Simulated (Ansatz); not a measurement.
`N#[C][Ge]([F])([F])[F]` + H₂Se → `[F][Ge]([F])([F])[SeH]` + `C#N` at 298.15 K and 1 bar (ligand exchange at a Ge–C bond).

Computed with Ansatz on PBE0-D4/def2-TZVP structures; ΔE is electronic, products minus reactants. CCSD(T)/CBS adds triple-zeta CCSD(T) − MP2 to the extrapolated MP2 energy (def2 sets, frozen cores). This one scheme is used for every species. For Ge, Se outer-core shells are correlated without core-valence functions, which leaves a few kJ/mol of doubt a bond. Scalar relativity is left out up to krypton. One conformer a species, not always the lowest.

```tsv
species	CCSD(T)/CBS energy (Eh)	H − E (kJ/mol)	S (J/(mol·K))
`N#[C][Ge]([F])([F])[F]`	-2468.33469	61.7	342.0
H₂Se	-2401.89790	45.8	219.1
`[F][Ge]([F])([F])[SeH]`	-4776.93734	62.0	367.6
`C#N`	-93.32098	52.4	201.2
```

H − E and S are ideal-gas, rigid-rotor, harmonic terms from PBE0-D4/def2-TZVP, for one conformer and one mirror image of each species. 1 Eh = 2625.50 kJ/mol, R = 8.31446 J/(mol·K).

Problem. By hand: ΔE, ΔH, ΔS and ΔG.

Solution. ΔE = (-4776.93734) + (-93.32098) − (-2468.33469) − (-2401.89790) = -0.02573 Eh = -67.6 kJ/mol. Δ(H − E) = 62.0 + 52.4 − 61.7 − 45.8 = 6.9, so ΔH = -60.7 kJ/mol. ΔS = 367.6 + 201.2 − 342.0 − 219.1 = 7.7 J/(mol·K). ΔG = -60.7 − 298.15 × (7.7)/1000 = -63.0 kJ/mol.

Problem. By hand: the equilibrium constant, and the temperature at which ΔG would vanish if ΔH and ΔS stayed fixed.

Solution. log₁₀ K = −ΔG/(RT ln 10) = 11.0. ΔH and −TΔS have one sign here, so there is no such temperature.

The number of gas molecules stays the same, so ΔS is small and ΔH decides. A doubt of 5 kJ/mol in ΔE shifts log₁₀ K by 0.9 here. Other conformers and mirror images would add mixing entropy, several J/(mol·K) or more a flexible species. These are equilibria of isolated gas molecules and say nothing of rates. Largest T1 diagnostic: 0.014 (customary marks: 0.02 for closed shells, 0.045 for open ones).

ΔS is within the doubt of such terms, so its sign, and with it that verdict, could turn.
